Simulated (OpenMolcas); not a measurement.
# 4f ions of charge +3 along the row

| Quantity | Value |
| --- | --- |
| Program | OpenMolcas 26.06 |
| Method | CASSCF |
| Basis | ANO-RCC-VTZP |
| Scalar Hamiltonian | DKH2, point nucleus |
| Spin-orbit coupling | state interaction with AMFI integrals over the reference wave functions, term energies averaged over their components |

Active space: the 4f shell.

ζ = ±2S·A comes from the whole width of the ground multiplet by E(J) = (A/2) J(J+1), where its levels are at least 85 % pure. Energies in cm-1.

| Ion | Configuration | Lowest level | Weight (%) | g | g, pure LS | Next level | E | E measured | ζ | ζ measured |
| --- | --- | --- | --- | --- | --- | --- | --- | --- | --- | --- |
| Pr3+ | 4f² | ³H₄ | 98 | 0.805 | 0.800 | ³H₅ | 2274 | 2152 | 851 | 798 |
| Nd3+ | 4f³ | ⁴I°_9/2 | 98 | 0.731 | 0.727 | ⁴I°_11/2 | 1983 | 1897 | 985 | 921 |
| Pm3+ | 4f⁴ | ⁵I₄ | 98 | 0.603 | 0.599 | ⁵I₅ | 1576 |  | 1103 |  |
| Sm3+ | 4f⁵ | ⁶H°_5/2 | 97 | 0.293 | 0.284 | ⁶H°_7/2 | 1088 |  | 1277 |  |
| Eu3+ | 4f⁶ | ⁷F₀ | 95 |  |  | ⁷F₁ | 384 |  | 1548 |  |
| Gd3+ | 4f⁷ | ⁸S°_7/2 | 98 | 1.996 | 2.002 | ⁶P°_7/2 | 39941 |  |  |  |
| Tb3+ | 4f⁸ | ⁷F₆ | 97 | 1.495 | 1.501 | ⁷F₅ | 2090 | 2052 | 1698 | 1615 |
| Dy3+ | 4f⁹ | ⁶H°_15/2 | 95 | 1.327 | 1.334 | ⁶H°_13/2 | 3516 |  | 1925 |  |
| Ho3+ | 4f¹⁰ | ⁵I₈ | 94 | 1.243 | 1.251 | ⁵I₇ | 5111 |  | 2113 |  |
| Er3+ | 4f¹¹ | ⁴I°_15/2 | 98 | 1.197 | 1.200 | ⁴I°_13/2 | 6573 | 6508 |  |  |
| Tm3+ | 4f¹² | ³H₆ | 99 | 1.166 | 1.167 | ³F₄ [53 %] | 6822 |  |  |  |

Measured columns use the levels in Martin, Zalubas and Hagan, Atomic Energy Levels: The Rare-Earth Elements, NSRDS-NBS 60 (1978) (Pr3+, Tb3+); the list in Arab et al., J. Quant. Spectrosc. Radiat. Transfer 229, 145 (2019) and Gaigalas et al. (2019), from Wyart et al. (2007) (Nd3+); the list in Tchang-Brillet, Wyart, Meftah and Ait Mammar, Atoms 6, 52 (2018) (Er3+).

The computed ζ goes from 851 (Pr3+) to 2113 cm-1 (Ho3+), a factor of 2.48, rising at every step. It departs from the measured column by +5 to +7 %.

Without dynamic correlation excited terms often stand tens of per cent too high (terms of higher spin than the ground term too low), and those without a measured partner can miss by more than the paired ones. Some levels mix across a computed gap that differs much from the measured one, so their mixing is not that of the real levels (holds for Pr3+; Nd3+; Er3+). High states are left out of the spin-orbit mixing, which shifts the levels that they would mix with (holds for Nd3+; Pm3+; Sm3+; Eu3+; Gd3+; Tb3+; Dy3+; Ho3+; Er3+). Some high roots are left out of the spin-orbit mixing, which shifts the levels that they would mix with (holds for Tm3+). Measured partners are found by configuration, term and J. A level has none where our copy of the source lacks it or the pairing is in doubt (some pairs that miss far off the trend of their configuration count as doubtful), and it then counts in no deviation. Only configurations of the active space appear.

A share in square brackets marks a mixed level and gives the weight of the term that names it, the lowest over the columns. ° marks odd parity.
